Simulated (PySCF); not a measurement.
C$_{2}$H$_{2}$F$_{3}$O$_{2}$, charge +1, singlet, at a GFN2-xTB geometry. Base run: HF/def2-SVP run with PySCF.

The PySCF input:
```python
from pyscf import gto, scf

mol = gto.M(
    atom='''
O     1.143908   -0.508028    1.525917
C     0.761351   -0.215173    0.480819
O     1.779577    0.010549   -0.623972
C    -0.663184    0.098301   -0.097993
F    -0.926334    1.377105    0.076635
F    -0.649952   -0.162145   -1.410060
F    -1.556010   -0.650249    0.495057
H     2.703004   -0.268661   -0.400639
H     1.510780   -0.132673   -1.566562
''',
    basis='def2-svp',
    charge=1,
    spin=0,
    verbose=4,
)

mf = scf.RHF(mol)
mf.kernel()
```

The job was repeated with other settings on one machine. Differences are taken from exact integrals (base: -524.195927 Eh). The cheapest run took very roughly 1.0 core-seconds.

```
setting                                                                                                                 fitting functions  cost, times the cheapest (rough)  difference in total energy (µEh)
----------------------------------------------------------------------------------------------------------------------  -----------------  --------------------------------  --------------------------------
auxbasis = cc-pvdz-jkfit                                                                                                              536                                 1                               686
auxbasis = even-tempered beta=3.0                                                                                                     619                                 1                               -17
auxbasis = default (with mf = mf.density_fit())                                                                                       571                                 1                               527
auxbasis = def2-tzvp-ri                                                                                                               562                                 1                               740
auxbasis = autoaux                                                                                                                    827                                 1                               604
auxbasis = def2-universal-jkfit                                                                                                       571                                 2                               527
auxbasis = even-tempered beta=2.0                                                                                                     895                                 2                               128
auxbasis = even-tempered beta=1.6                                                                                                    1322                                 3                                90
base                                                                                                                                    -                                 3                         reference
exchange = seminumerical (SGX) (with mf = sgx.sgx_fit(mf, auxbasis='def2-universal-jfit'); with mf.with_df.dfj = True)                365                                50                              -442
```

Errors of the fitted Coulomb and exchange terms can cancel in the total.

Times come from a shared machine, hold the start-up and are rough.
